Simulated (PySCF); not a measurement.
W(NH)2F2 (singlet state).
Structure used (PBE0-D3(BJ)/def2-SVP), in Å, numbered top down from 1:
```xyz
7
F2H2N2W angstrom
W     -0.447    0.008   -0.318
N     -0.454   -0.012    1.420
H     -0.046   -0.027    2.350
N      1.198    0.001   -0.879
H      2.209   -0.010   -0.794
F     -1.219    1.626   -0.871
F     -1.241   -1.585   -0.907
```

Computed, not measured: TDDFT B3LYP/def2-SVPD, vertical, gas phase, core orbitals frozen in the response, def2 core potentials past Kr in PySCF. Spin–orbit coupling is left out.

Transition dipole moments from the ground state, in atomic units and in the frame of the coordinates above (overall signs are arbitrary), for the states with f of 0.002 or more among the lowest 10:

```
state  E (eV)      μx      μy      μz
   S1   4.918  -0.227  -0.002   0.316
   S2   5.067   0.000  -0.131  -0.003
   S3   5.263  -0.002  -0.167  -0.002
   S5   5.791  -0.072   0.000   0.099
   S8   6.357  -0.002  -0.293  -0.004
   S9   6.488  -0.388  -0.003   0.579
  S10   6.527   0.226   0.002  -0.205
```

(1) Work out the oscillator strengths.

(2) What angle do the transition dipoles of S1 and S10 make?

(3) What peak molar absorption coefficient would the strongest computed level give as a lone Gaussian band 0.4 eV wide at half height?

Answers

(1) f = (2/3) ΔE |μ|² with ΔE in hartree (27.2114 eV).

```
state  |μ|² (au)  |μ| (D)      f
   S1      0.151     0.99  0.018
   S2      0.017     0.33  0.002
   S3      0.028     0.42  0.004
   S5      0.015     0.31  0.002
   S8      0.086     0.74  0.013
   S9      0.486     1.77  0.077
  S10      0.093     0.78  0.015
```

(2) |cos θ| = |μa·μb| / (|μa| |μb|) = 0.98, so θ ≈ 12° (taken between 0 and 90°, since the signs are arbitrary).

(3) ε(max) = 2.175×10⁸ f / FWHM, with the width in cm⁻¹. S9: 2.175×10⁸ × 0.0772 / 3226 ≈ 5200 L mol⁻¹ cm⁻¹.

The vertical ionisation energy (ΔSCF) is 10.41 eV, 3.89 eV above S10.
